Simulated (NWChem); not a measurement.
# CH4Al cation; SMILES [CH3][AlH+]

```xyz
6

Al     0.0000     0.0000    -0.7082
C      0.0000     0.0000     1.1907
H      0.2707    -0.9916     1.5666
H     -0.9941     0.2613     1.5666
H      0.7234     0.7302     1.5666
H      0.0000     0.0000    -2.2664
```
Atoms are numbered in this order, from 1.

All runs: NWChem. Coordinates come from a PBE0-D3(BJ)/def2-TZVP optimisation. Field at 589 nm.

Question: What does the run give for B3LYP/def2-TZVPD? Quantities: isotropic polarisability (bohr³); anisotropy (bohr³).

Answer: 
```json
{
 "isotropic polarisability (bohr³)": "34.5",
 "anisotropy (bohr³)": "18.4"
}
```
